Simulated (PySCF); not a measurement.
## SiF₃: breathing scan

Computed with Ur2SCAN in PySCF with Si def2-TZVP, F def2-TZVP; no relativity; density-fitted integrals.

Rigid scan from the doublet minimum (Si–F 1.584 Å (×3); F–Si–F 107.8° (×3)). Coordinate: all bonds to the central atom scaled together. Energies in kJ/mol from the minimum.

| scale of all bonds to the centre | E (kJ/mol) | dipole size (D) | ⟨S²⟩ |
| --- | --- | --- | --- |
| 0.88 | 288.4 | 0.18 | 0.75 |
| 0.92 | 111.9 | 0.49 | 0.75 |
| 0.96 | 24.6 | 0.80 | 0.75 |
| 1.00 | 0.0 | 1.10 | 0.75 |
| 1.04 | 19.2 | 1.39 | 0.75 |
| 1.08 | 68.4 | 1.68 | 0.75 |
| 1.14 | 176.7 | 2.09 | 0.75 |
| 1.22 | 351.6 | 2.58 | 0.76 |
| 1.35 | 639.0 | 3.19 | 0.77 |

Other isomers or separated fragments may lie lower.
